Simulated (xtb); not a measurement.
CH₅F₂NOSi, SMILES N[Si@](O)(F)CF. All values are semi-empirical tight-binding results from xtb (GFN2-xTB unless named), good for trends rather than for accurate numbers. Geometry optimised at GFN2-xTB. The structure was generated by enumeration; whether it is a known compound was not checked. The values are those of a single conformer.

Computed properties:
```
Quantity                                               Value
---------------------------------------------  -------------
orbital gap                                          7.43 eV
dipole moment                                         1.15 D
zero-point energy                              44.5 kcal/mol
G − E(el) at 298.15 K (modified RRHO)          23.4 kcal/mol
static polarisability (D4 model)                  64.2 bohr³
solvation energy, GFN2-xTB/ALPB(water)         -9.6 kcal/mol
solvation energy, GFN2-xTB/ALPB(acetonitrile)  -7.9 kcal/mol
```
